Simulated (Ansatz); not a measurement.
C₂HF₂O₂, SMILES C(=O)([C](F)F)O, multiplicity 2.

The structure is a stationary point at TPSSh-D3(BJ)/def2-SVP. The geometry has at least one imaginary mode, so it is a saddle point at that level. The isomer is the one that the SMILES or the coordinates give; other isomers of the formula were not compared. Other conformers were not sampled.

Two levels are set side by side: PBE/def2-SVPD (Ansatz, a quantum-chemistry and plane-wave program) and PBE0/def2-SVPD (Ansatz). Energy differences of separate SCF runs at the same geometry; the states with an electron removed or added have multiplicity 1 and 1. Differences are taken from unrounded values.

```
quantity                          PBE
-------------------------------  ----
vertical ionisation energy (eV)  9.37
vertical electron affinity (eV)  0.97
```

Task: These are the PBE values. What does PBE0 give? (The exact figures need the calculation; the answer reports its results.)

Result: 
| quantity | PBE0 | PBE minus PBE0 |
|---|---|---|
| vertical ionisation energy (eV) | 9.77 | -0.40 |
| vertical electron affinity (eV) | 1.01 | -0.04 |
